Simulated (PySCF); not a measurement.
C2H9FSi2, SMILES [SiH2]([Si@H](C)F)C. Heavy atoms are numbered as in [CH3:1][SiH2:2][Si@H:3]([CH3:4])[F:5]. Hydrogens are named by the atom that carries them.

The structure is a stationary point at PBE0-D3(BJ)/def2-SVP. The structure was generated by enumeration; whether it is a known compound was not checked. The values are those of a single conformer.

Calculation: PySCF with HF/pcSseg-1.

GIAO shieldings, no solvent; atoms alike by connectivity are averaged. δ = σ(ref) − σ: ¹³C against TMS (σ = 192.6 ppm); ²⁹Si against TMS (σ = 393.8 ppm); ¹⁹F against CFCl3 (σ = 238.5 ppm); ¹H against TMS (σ = 31.99 ppm), references at their B3LYP-D3(BJ)/def2-TZVP geometries, non-relativistic.

Q: Estimate the chemical shifts. (The exact figures need the calculation; the answer reports its results.)

A: 
| nucleus | atoms | count | δ (ppm) |
|---|---|---|---|
| ¹³C | C4 (CH3) | 1 | 0.9 |
| ¹³C | C1 (CH3) | 1 | -8.6 |
| ²⁹Si | Si3 (SiH) | 1 | 18.8 |
| ²⁹Si | Si2 (SiH2) | 1 | -64.5 |
| ¹⁹F | F5 | 1 | -182.3 |
| ¹H | H on Si3 | 1 | 5.17 |
| ¹H | H on Si2 | 2 | 3.89 |
| ¹H | H on C4 | 3 | 0.76 |
| ¹H | H on C1 | 3 | 0.41 |
